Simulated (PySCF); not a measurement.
# Cr⁻ (chromium, charge -1) across methods

[Ar] 3d5 4s2, high-spin 6S determinant. Computed with PySCF 2.14 in aug-cc-pV5Z (10s9p7d5f4g3h2i, 202 functions), with the non-relativistic Hamiltonian (point nucleus).

```tsv
method	E (hartree)	mean ε 4s α (eV)	mean ε 3d α (eV)	mean ε 4s β (eV)	Σ⟨r²⟩ (bohr²)	⟨S²⟩
r2SCAN	-1044.450	-0.169	0.691	1.011	88.61	9.010
UHF	-1043.34793	-2.316	-6.456	0.221	124.5	9.289
PBE	-1044.242	0.267	1.130	1.158	83.57	8.853
PBE0	-1044.262	-0.230	-0.480	0.765	85.11	8.872
```

Problem. Estimate the same row for LDA.

Solution. E (hartree) = -1042.236; mean ε 4s α (eV) = 0.162; mean ε 3d α (eV) = 1.032; mean ε 4s β (eV) = 1.076; Σ⟨r²⟩ (bohr²) = 81.31; ⟨S²⟩ = 8.848.

⟨S²⟩ = 9.01 against 8.75 shows spin contamination. At r2SCAN the highest occupied level has a positive energy, so only the finite basis holds that electron; in a semilocal or global hybrid functional this comes from self-interaction and does not mean that the real anion is unbound.

The highest occupied level is positive at r2SCAN, UHF, PBE, LDA, PBE0: only the finite basis holds that electron, at UHF too, so the state is unbound at these levels.
